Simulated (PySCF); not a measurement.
Ar²⁺ (argon, charge +2) across methods

[Ne] 3s2 3p4, high-spin 3P determinant. All numbers are calculated (PySCF 2.14, the spin-free X2C one-electron Hamiltonian (Gaussian nucleus), in aug-cc-pVDZ-DK (5s4p2d, 27 functions)).

```csv
method,E (hartree),mean ε 3s β (eV),mean ε 3p α (eV),mean ε 3p β (eV),Σ⟨r²⟩ (bohr²),⟨S²⟩
LDA,-526.1005,-48.999,-36.455,-34.015,15.67,2.001
M06-2X,-527.7497,-52.697,-40.104,-37.516,15.65,2.003
r2SCAN,-527.7117,-49.046,-37.127,-34.455,15.64,2.004
r2SCANh,-527.7118,-49.848,-37.845,-35.135,15.64,2.004
UHF,-527.09866,-55.927,-43.546,-40.242,15.75,2.007
PBE0,-527.5911,-50.953,-38.487,-35.898,15.63,2.003
PBE,-527.5512,-48.810,-36.479,-34.062,15.64,2.002
B3LYP,-527.7631,-50.684,-38.024,-35.600,15.66,2.002
HSE06,-527.6115,-50.554,-38.056,-35.487,15.63,2.003
```
